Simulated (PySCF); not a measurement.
Match the calculated data to a structure.

All candidates are C7H11FSi.

* Valence photoelectron: vertical ionisation energy: 8.34 eV [ΔSCF B3LYP/def2-SVPD]
* 13C NMR: chemical shifts (computed TMS as zero) by class: 185.6 (1 C), 178.1 (1 C), 128.9 (1 C), 109.5 (1 C), 41.8 (1 C), 22.8 (2 C) ppm [GIAO PBE0/pcSseg-1]
* UV, first state: lowest singlet excitation: 4.15 eV (299 nm, f = 0.043) [TDDFT B3LYP/def2-SVPD]
* Rotational structure: rotational constants A, B, C: 2.277, 0.858, 0.726 GHz [PBE0-D3(BJ)/def2-SVP]
* Triplet: lowest triplet excitation (Tamm–Dancoff): 2.64 eV [TDA B3LYP/def2-SVPD]
* 1H NMR: chemical shifts (computed TMS as zero) by class: 6.46 (1 H), 5.22 (1 H), 4.61 (2 H), 2.35 (1 H), 1.05 (6 H) ppm [GIAO PBE0/pcSseg-1]
* UV, strongest line: among the 10 lowest singlet transitions: S5 at 6.06 eV (205 nm, f = 0.065) [TDDFT B3LYP/def2-SVPD]
* NMR, other nuclei: isotropic shieldings of nuclei other than C and H, by class: 290 (1 F), 407 (1 Si) ppm [GIAO PBE0/pcSseg-1]
* Dipole: 1.97 D [B3LYP/def2-SVPD]

The electronic properties come from PySCF, for the isolated species, density fitting. Levels stand in brackets. Isolated species at its PBE0-D3(BJ)/def2-SVP geometry (one conformer only). Each NMR value is the plain mean over a class of atoms that symmetry, rotation or inversion makes alike.

Problem. Which candidate is it?
A. `C=C[C@@H](F)[SiH]1CC=CC1`
B. `C#CC[C@@H](C)[Si@H]1C[C@@H]1F`
C. `CC(C)C1=C[SiH2]C(F)=C1`

Solution. C. It is `CC(C)C1=C[SiH2]C(F)=C1`. Numbering: `[CH3:1][CH:2]([CH3:3])[C:4]1=[CH:5][SiH2:6][C:7]([F:8])=[CH:9]1`. Its formula, C7H11FSi, gives 3 degrees of unsaturation: 1 ring and 2 π bonds in the structure found. 7 carbons fall into 6 classes; from least to most shielded: vinylic C–F carbon [C7] (185.6 ppm), fully substituted alkene carbon [C4] (178.1 ppm), alkene CH carbon [C9] (128.9 ppm), alkene CH carbon [C5] (109.5 ppm), allylic carbon [C2] (41.8 ppm), methyl carbon [C1/C3] (22.8 ppm, 2 C). Hydrogen classes from least to most shielded: 1 H on an alkene CH carbon, C9 (6.46 ppm), 1 H on an alkene CH carbon, C5 (5.22 ppm), 2 H on an SiH2 silicon, Si6 (4.61 ppm), 1 H on an allylic carbon, C2 (2.35 ppm), 6 H on 2 methyl carbons, C1/C3 (1.05 ppm). The other shieldings belong to: 290 ppm, vinyl fluorine [F8]; 407 ppm, SiH2 silicon [Si6]. S1 is mainly HOMO→LUMO (weight 0.98); the largest Löwdin shares of the orbital it empties are 0.28 on an alkene CH carbon, 0.19 on the vinylic C–F carbon, 0.17 on an alkene CH carbon and 0.17 on the fully substituted alkene carbon, of the orbital it fills 0.20 on the vinylic C–F carbon, 0.18 on the fully substituted alkene carbon and 0.15 on each of 2 atoms of one kind (alkene CH carbon). The optimised geometry has point group Cs and is an asymmetric top.

The others, at the same levels:
- `C#CC[C@@H](C)[Si@H]1C[C@@H]1F` fails: it has 7 carbon classes against 6; its computed 13C shifts are 85.9 (1 C), 78.0 (1 C), 74.5 (1 C), 25.7 (1 C), 21.5 (1 C), 20.1 (1 C), 8.6 (1 C) ppm, 1H shifts are 4.82 (1 H), 3.30 (1 H), 2.28 (1 H), 2.08 (1 H), 2.00 (1 H), 1.36 (1 H), 1.20 (3 H), 1.08 (1 H), 0.41 (1 H) ppm and lowest singlet excitation is 5.91 eV (210 nm, f = 0.007) (against 4.15 eV).
- `C=C[C@@H](F)[SiH]1CC=CC1` fails: it has 7 carbon classes against 6; its computed 13C shifts are 142.7 (1 C), 141.2 (1 C), 140.3 (1 C), 117.6 (1 C), 90.4 (1 C), 16.3 (1 C), 15.5 (1 C) ppm, 1H shifts are 6.18 (1 H), 6.10 (1 H), 6.06 (1 H), 5.68 (1 H), 5.41 (1 H), 4.93 (1 H), 4.37 (1 H), 1.78 (1 H), 1.72 (1 H), 1.65 (1 H), 1.32 (1 H) ppm and lowest singlet excitation is 5.97 eV (208 nm, f = 0.060) (against 4.15 eV).

Each candidate is one conformer, not necessarily the lowest. Dipoles, sizes and rotational constants follow the conformer. The torsions of the flexible species, by atom-mapped SMILES:
- `[CH3:1][CH:2]([CH3:3])[C:4]1=[CH:5][SiH2:6][C:7]([F:8])=[CH:9]1`: C1–C2–C4–C5 -118°
- `[CH:1]#[C:2][CH2:3][C@@H:4]([CH3:5])[Si@H:6]1[CH2:7][C@@H:8]1[F:9]`: C2–C3–C4–C5 177°, C3–C4–Si6–C7 94°

The conformers of `C=C[C@@H](F)[SiH]1CC=CC1` aren't listed.
